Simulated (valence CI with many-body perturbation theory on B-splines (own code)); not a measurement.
## Tm⁵⁵⁺: electric-dipole lines

Computed by relativistic CI+MBPT: four valence electrons over a frozen Dirac-Fock core [Ne], a basis of 11 s, 11 p, 10 d, 8 f, 5 g, 2 h functions for each j, with the one-electron correlation potential Σ1 (screened to all orders), the two-electron term Σ2, the three-electron term Σ3, Breit, model QED; selected single and double excitations, second order for the rest, scaled by the run's own slope (own B-spline code, finite nucleus).

The last digits are not significant, and no measured levels were compared; by estimate large intervals hold to a few tenths of a per cent, small ones and those within an open d or f shell to about a per cent. Among the levels kept, up to 570 cm⁻¹ of a level comes from second order outside the variational space, and about a tenth of that is noise between levels of different J, which matters for small intervals.

Lines 201 to 250 of 515 in falling wavelength, among levels below 11006 × 10³ cm⁻¹, chosen from the strongest by gf and those to the six lowest levels. Wavelengths and rates use the calculated energies. Electric multipoles are in the length gauge, E1 and E2 with the static RPA response of the core. Weak lines are less certain than strong ones. Lines between different terms over intervals too small for the method are left out, as are lines whose strength nearly cancels. Where a level lies close to another of its J and parity, the split of strength between their lines is uncertain. The highest levels of a list are the least certain.

Levels are named by their leading jj configuration (3d3/2^4 stands for four electrons in 3d with j = 3/2), which in mixed levels can hold well under half, so a name can repeat and another be missing. Letters in brackets count levels of one name in rising energy.

```csv
λ vac (Å),Upper,Lower,A (s⁻¹),S (a.u.)
32.20,(3s 3p3/2^2 3d3/2) J=2 [a],(3s^2 3p3/2 3d3/2) J=1,2.51e+11,2.07e-02
32.11,(3s 3p3/2^2 3d3/2) J=3 [a],(3s^2 3p3/2 3d3/2) J=2,2.71e+11,3.10e-02
31.85,(3s 3p1/2 3p3/2 3d3/2) J=3 [a],(3s^2 3p1/2 3d3/2) J=2,7.84e+09,8.76e-04
31.80,(3s 3p3/2^2 3d5/2) J=5,(3s^2 3p3/2 3d5/2) J=4,3.11e+11,5.44e-02
31.77,(3p1/2 3p3/2^2 3d5/2) J=1,(3s 3p1/2 3p3/2 3d5/2) J=2 [c],2.41e+11,1.14e-02
31.69,(3s 3p1/2 3p3/2^2) J=2 [a],(3s^2 3p1/2 3p3/2) J=1,3.37e+11,2.64e-02
31.66,(3s 3p1/2 3p3/2 3d3/2) J=2 [b],(3s^2 3p1/2 3d3/2) J=2,2.55e+10,2.00e-03
31.59,(3p1/2 3p3/2^2 3d5/2) J=4 [a],(3s 3p1/2 3p3/2 3d5/2) J=3 [c],6.37e+11,8.92e-02
31.49,(3p1/2 3p3/2^2 3d3/2) J=1 [a],(3s 3p1/2 3p3/2 3d3/2) J=1 [c],4.49e+11,2.07e-02
31.38,(3p1/2 3p3/2^2 3d5/2) J=3,(3s 3p1/2 3p3/2 3d5/2) J=3 [c],2.08e+11,2.22e-02
31.38,(3p1/2 3p3/2^2 3d5/2) J=5,(3s 3p1/2 3p3/2 3d5/2) J=4 [c],5.51e+11,9.24e-02
31.34,(3s 3p3/2^2 3d5/2) J=4 [a],(3s^2 3p3/2 3d5/2) J=4,3.30e+11,4.51e-02
31.25,(3p1/2 3p3/2^2 3d3/2) J=1 [b],(3s 3p1/2 3p3/2 3d3/2) J=0 [b],1.93e+11,8.73e-03
31.20,(3s 3p3/2^2 3d3/2) J=4,(3s^2 3p3/2 3d3/2) J=3,6.58e+11,8.88e-02
31.17,(3p1/2 3p3/2^2 3d5/2) J=4 [b],(3s 3p1/2 3p3/2 3d5/2) J=4 [c],1.69e+11,2.28e-02
31.09,(3s 3p1/2 3p3/2^2) J=3,(3s^2 3p1/2 3p3/2) J=2,2.14e+11,2.23e-02
31.04,(3s 3p1/2 3p3/2 3d3/2) J=2 [a],(3s 3p1/2^2 3p3/2) J=1,1.99e+11,1.47e-02
31.04,(3p1/2 3p3/2^2 3d3/2) J=0,(3s 3p1/2 3p3/2 3d3/2) J=1 [c],1.10e+12,1.62e-02
31.02,(3p1/2 3p3/2^2 3d3/2) J=3 [b],(3s 3p1/2 3p3/2 3d5/2) J=2 [a],1.62e+11,1.67e-02
30.99,(3p1/2 3p3/2^2 3d5/2) J=0,(3s 3p1/2 3p3/2 3d5/2) J=1 [b],9.02e+11,1.33e-02
30.97,(3p1/2 3p3/2^2 3d3/2) J=3 [a],(3s 3p1/2 3p3/2 3d3/2) J=3 [c],1.56e+11,1.60e-02
30.89,(3p1/2 3p3/2^2 3d3/2) J=3 [b],(3s 3p1/2 3p3/2 3d3/2) J=2 [e],7.58e+11,7.71e-02
30.84,(3s 3p1/2 3p3/2 3d5/2) J=3 [b],(3s^2 3p1/2 3d5/2) J=3,1.56e+11,1.59e-02
30.83,(3p1/2 3p3/2^2 3d3/2) J=1 [b],(3s 3p1/2 3p3/2 3d3/2) J=1 [d],2.10e+11,9.10e-03
30.80,(3s 3p3/2^2 3d5/2) J=2 [a],(3s^2 3p3/2 3d5/2) J=1,1.95e+11,1.41e-02
30.73,(3p1/2 3p3/2^2 3d5/2) J=4 [a],(3s 3p1/2 3p3/2 3d5/2) J=4 [b],8.69e+10,1.12e-02
30.71,(3p1/2 3p3/2^2 3d3/2) J=2 [c],(3s 3p1/2 3p3/2 3d3/2) J=1 [d],3.98e+11,2.84e-02
30.71,(3p1/2 3p3/2^2 3d5/2) J=2,(3s 3p1/2 3p3/2 3d5/2) J=1 [c],4.10e+11,2.93e-02
30.68,(3p1/2 3p3/2^2 3d3/2) J=3 [a],(3s 3p1/2 3p3/2 3d3/2) J=2 [d],8.97e+10,8.95e-03
30.64,(3s 3p1/2 3p3/2 3d5/2) J=4 [b],(3s^2 3p1/2 3d5/2) J=3,6.70e+10,8.56e-03
30.63,(3p1/2 3p3/2^2 3d3/2) J=2 [a],(3s 3p1/2 3p3/2 3d3/2) J=2 [c],4.74e+11,3.36e-02
30.61,(3p1/2 3p3/2^2 3d3/2) J=4,(3s 3p1/2 3p3/2 3d3/2) J=3 [c],7.57e+11,9.64e-02
30.53,(3p1/2 3p3/2^2 3d5/2) J=4 [a],(3s 3p1/2 3p3/2 3d5/2) J=3 [b],1.40e+11,1.77e-02
30.50,(3s 3p1/2 3p3/2 3d5/2) J=2 [b],(3s^2 3p1/2 3d5/2) J=3,1.81e+11,1.27e-02
30.47,(3s 3p1/2 3p3/2 3d3/2) J=0 [a],(3s 3p1/2^2 3p3/2) J=1,5.63e+10,7.86e-04
30.37,(3p1/2 3p3/2^3) J=1,(3s 3p1/2 3p3/2^2) J=1 [b],1.12e+12,4.65e-02
30.34,(3s 3p3/2^2 3d5/2) J=4 [b],(3s^2 3p3/2 3d5/2) J=3,6.10e+11,7.56e-02
30.34,(3p1/2 3p3/2^2 3d5/2) J=3,(3s 3p1/2 3p3/2 3d5/2) J=3 [b],3.03e+11,2.92e-02
30.30,(3p1/2^2 3p3/2 3d5/2) J=2,(3s 3p1/2^2 3d5/2) J=2,2.94e+11,2.02e-02
30.30,(3s 3p3/2 3d3/2^2) J=1 [b],(3s^2 3d3/2^2) J=2,5.24e+11,2.16e-02
30.24,(3p1/2 3p3/2^2 3d3/2) J=1 [a],(3s 3p1/2 3p3/2 3d3/2) J=2 [c],2.73e+11,1.12e-02
30.16,(3p1/2 3p3/2^2 3d5/2) J=4 [b],(3s 3p1/2 3p3/2 3d5/2) J=4 [b],2.86e+11,3.48e-02
30.14,(3s 3p3/2^2 3d5/2) J=2 [a],(3s^2 3p3/2 3d5/2) J=3,3.22e+11,2.17e-02
30.14,(3s 3p3/2^2 3d5/2) J=2 [b],(3s^2 3p3/2 3d5/2) J=1,4.73e+11,3.20e-02
29.99,(3s 3p3/2^2 3d5/2) J=1 [a],(3s^2 3p3/2 3d5/2) J=2,8.93e+11,3.56e-02
29.98,(3p1/2 3p3/2^3) J=2,(3s 3p1/2 3p3/2^2) J=2 [b],1.09e+12,7.22e-02
29.98,(3s 3p3/2^2 3d5/2) J=3 [a],(3s^2 3p3/2 3d5/2) J=2,6.67e+11,6.20e-02
29.96,(3p1/2 3p3/2^2 3d5/2) J=4 [b],(3s 3p1/2 3p3/2 3d5/2) J=3 [b],8.45e+10,1.01e-02
29.93,(3p1/2 3p3/2^3) J=2,(3s 3p1/2 3p3/2^2) J=1 [a],1.51e+11,9.99e-03
29.92,(3p1/2 3p3/2^2 3d3/2) J=4,(3s 3p1/2 3p3/2 3d3/2) J=3 [b],2.73e+11,3.26e-02
```
